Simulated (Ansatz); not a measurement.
`C=[CH][ZnH]` and `C=CI` differ in one atom or group.

Ansatz, PBE0-D4/def2-TZVP geometries, multiplicity 1. 

Elements past krypton have def2 core potentials. Scalar relativity is left out up to krypton.

```json
{"property": "HOMO energy (PBE/def2-TZVPP) / eV", "`C=[CH][ZnH]`": "-6.43"}
{"property": "HOMO–LUMO gap (ωB97M-V/def2-TZVPP) / eV", "`C=[CH][ZnH]`": "10.57"}
{"property": "HOMO energy (ωB97M-V/def2-TZVPP) / eV", "`C=[CH][ZnH]`": "-9.81"}
{"property": "HOMO energy (B3LYP/def2-TZVPP) / eV", "`C=[CH][ZnH]`": "-7.44"}
{"property": "HOMO–LUMO gap (PBE/def2-TZVPP) / eV", "`C=[CH][ZnH]`": "4.74"}
{"property": "size of the dipole moment (PBE/def2-TZVPP) / D", "`C=[CH][ZnH]`": "0.49"}
```

Task: Give the same properties after the change, and the shifts. (Estimate.)

Result: Computed: 
```json
{"property": "HOMO energy (PBE/def2-TZVPP) / eV", "`C=CI`": "-6.02", "shift": "0.41"}
{"property": "HOMO–LUMO gap (ωB97M-V/def2-TZVPP) / eV", "`C=CI`": "10.54", "shift": "-0.03"}
{"property": "HOMO energy (ωB97M-V/def2-TZVPP) / eV", "`C=CI`": "-9.18", "shift": "0.63"}
{"property": "HOMO energy (B3LYP/def2-TZVPP) / eV", "`C=CI`": "-6.86", "shift": "0.58"}
{"property": "HOMO–LUMO gap (PBE/def2-TZVPP) / eV", "`C=CI`": "4.48", "shift": "-0.26"}
{"property": "size of the dipole moment (PBE/def2-TZVPP) / D", "`C=CI`": "1.20", "shift": "0.71"}
```

With PBE0 the HOMO rises by 0.52 eV and the LUMO rises by 0.22 eV, so the gap narrows by about 0.30 eV. PBE moves the HOMO by 0.41 eV and ωB97M-V by 0.63 eV. The zero-point energy changes by -15.4 kJ/mol with -3 modes. Dipoles are sizes alone; their direction can turn.

B3LYP here is the variant with VWN-RPA as its local correlation; programs differ in this.

Spin–orbit coupling is left out; it splits and shifts lone-pair levels of the heavy atoms by tenths of an eV.
